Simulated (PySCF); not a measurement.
Electron correlation in F (fluorine, neutral)

[He] 2s2 2p5, 2P determinant. Computed with PySCF 2.14 in 6-31G* (3s2p1d, 14 functions), with the non-relativistic Hamiltonian (point nucleus). Frozen: 1s2; 7 electrons correlated.

MP2 pair energies summed by pair of shells (mhartree):

```tsv
pair	energy	share (%)
2p-2p	-78.89	64.7
2s-2p	-37.20	30.5
2s-2s	-5.83	4.8
```

Total MP2 correlation energy: -121.92 mhartree.

Same-spin part -31.74 and opposite-spin part -90.18 mhartree; SCS-MP2 scales them by 1/3 and 6/5 to -118.80 mhartree.

```json
{"level": "CCSD", "correlation energy (mhartree)": "-132.26"}
{"level": "(T)", "correlation energy (mhartree)": "-1.19"}
{"level": "CCSD(T)", "correlation energy (mhartree)": "-133.45"}
```

Diagnostics: T1 = 0.0051, D1 = 0.0089, largest double amplitude 0.047.

Q: Is a single reference adequate?

A: Yes: T1 lies below 0.03 and no double amplitude reaches 0.07.
